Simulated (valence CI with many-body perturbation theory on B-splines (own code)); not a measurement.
**Rh²³⁺: configurations and terms from energies and g**

Calculated by valence CI with perturbative core correlation (CI+MBPT): four valence electrons over a frozen Dirac-Fock core [Ar], radial functions for each j: 7 s, 7 p, 8 d, 6 f, 4 g, 1 h, with the one-electron correlation potential Σ1 (screened to all orders), the two-electron term Σ2, the three-electron term Σ3, Breit, model QED; selected single and double excitations, second order for the rest, scaled by the run's own slope (own B-spline code, finite nucleus).

No measured spectrum was set against this ion. As an estimate, terms of the open shell hold to 2 to 4 % of their energy, and close levels can change places. Only levels of the ground parity were solved; by the run's estimate the other parity begins above the list, which can be wrong where configurations are misplaced.

| No. | J | Parity | E (eV) | g |
| --- | --- | --- | --- | --- |
| 2 | 1 | even | 2.374 | 1.496 |
| 3 | 2 | even | 4.462 | 1.475 |
| 4 | 3 | even | 6.118 | 1.457 |
| 5 | 4 | even | 7.235 | 1.408 |
| 9 | 5 | even | 15.059 | 1.069 |
| 10 | 2 | even | 15.073 | 0.789 |
| 11 | 1 | even | 15.177 | 1.393 |
| 12 | 6 | even | 16.255 | 1.124 |
| 18 | 5 | even | 21.870 | 1.158 |
| 20 | 6 | even | 23.181 | 1.037 |
| 21 | 1 | even | 23.237 | 0.618 |

Energies count from the lowest level. Strongly mixed levels and levels close to another of their J and parity, and those with J = 0 are left out, so the numbers can have gaps.

Question: Give configuration and LS term of each level.

Answer: 2: 3d⁴ ⁵D; 3: 3d⁴ ⁵D; 4: 3d⁴ ⁵D; 5: 3d⁴ ⁵D; 9: 3d⁴ ³H; 10: 3d⁴ ³F; 11: 3d⁴ ³P; 12: 3d⁴ ³H; 18: 3d⁴ ³G; 20: 3d⁴ ¹I; 21: 3d⁴ ³D.
